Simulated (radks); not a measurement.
Species: Te5+. Configuration: [Kr] 4d10 5s1 (the NIST ground configuration).

All-electron calculation, scalar-relativistic Kohn-Sham, BLYP, spin-polarised, spherical densities, finite nucleus; open shells are filled with parallel spins first (spin-orbit coupling, left out, can overturn this in heavy ions); Fermi nuclear charge, rms radius 4.7423 fm. Program: a radial shooting solver on a logarithmic mesh with Libxc functionals.

Energy parts (eV):
part                       energy
total                 -184749.632
kinetic                193573.762
electron-nucleus      -444141.108
Hartree                 70566.557
exchange-correlation    -4748.843

Orbitals (lengths in bohr, moments of r in powers of bohr; r(max) is where P^2 peaks; r(90%) holds 90 % of the orbital's charge):
orbital,occ.,eigenvalue (eV),r(max),r(90%)
1s up,1,-31691.08,0.01794,0.0500
1s down,1,-31691.01,0.01794,0.0500
2s up,1,-4909.513,0.1014,0.185
2s down,1,-4909.476,0.1014,0.185
2p up,3,-4413.856,0.08121,0.170
2p down,3,-4413.817,0.08121,0.170
3s up,1,-1023.468,0.2926,0.473
3s down,1,-1023.406,0.2926,0.473
3p up,3,-862.3362,0.2862,0.481
3p down,3,-862.2732,0.2862,0.481
3d up,5,-618.5290,0.2377,0.467
3d down,5,-618.4715,0.2377,0.466
4s up,1,-221.9671,0.7003,1.10
4s down,1,-221.8257,0.7004,1.10
4p up,3,-171.9055,0.7369,1.20
4p down,3,-171.7347,0.7370,1.20
4d up,5,-98.7506,0.8077,1.46
4d down,5,-98.4423,0.8072,1.45
5s up,1,-65.8295,1.672,2.57
5s down,0,-64.7535,1.670,2.59
5p up,0,-53.2732,1.874,2.90
5p down,0,-52.2975,1.881,2.93
6s up,0,-31.1304,3.426,4.85

The highest occupied level is 5s up at -65.830 eV. Summed over all electrons, <r^2> = 22.27 bohr^2, which gives a Langevin (diamagnetic) susceptibility term of -17.6 x 10^-6 cm^3/mol. The spin density at the nucleus is 86.56 e/bohr^3 (1s 0.34, 2s 0.13, 3s -0.01, 4s -0.13, 5s 86.22). Spin moment in Bohr magnetons: 1. The electron density at the nucleus is 2.351e+05 e/bohr^3 (large components only). For comparison, the ionisation energy in NIST's Atomic Spectra Database is 69 eV (theoretical). In exact Kohn-Sham theory the highest level is minus the ionisation energy, but local and semilocal functionals leave it too shallow, through self-interaction and a potential that decays too fast; potentials with the right tail come closer.
